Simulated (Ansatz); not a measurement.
Isomers of InSn20H30 (doublet), relaxed with PBE-D4/def2-SVP; total energies from Ansatz at PBE0-D4/def2-SVP.

```tsv
isomer	description	energy (Eh)
A	point group not assigned; 23 × Sn–Sn 2.81 to 2.87 Å; 4 × In–Sn 2.79 to 2.91 Å; 30 × H–Sn 1.73 to 1.75 Å	-4494.70803
B	point group not assigned; 24 × Sn–Sn 2.81 to 2.85 Å; 3 × In–Sn 2.80 to 2.96 Å; 29 × H–Sn 1.73 to 1.75 Å; 1 × H–In 1.75 Å	-4494.70386
```

In the def2 sets In, Sn take a core potential; there is no spin–orbit coupling. Single mean-field runs in def2-SVP are fitted with def2-universal-jkfit.

Question: Work out the relative energies (1 Eh = 2625.5 kJ/mol) and the Boltzmann populations at 298 K from electronic energies alone (R = 8.314 J/mol/K).

Answer: ΔE: A 0.0, B 10.9 kJ/mol. RT = 2.48 kJ/mol. Factors exp(−ΔE/RT): A 1, B 0.0123; sum 1.012. Populations: A 98.8 %, B 1.2 %. Zero-point energy, vibrational entropy and symmetry numbers are left out and can shift these; an error of 4 kJ/mol changes a ratio by a factor of 5.0. Over the other density-functional and correlated levels in def2 sets, the gap between A and B ranges from 9 to 11 kJ/mol.
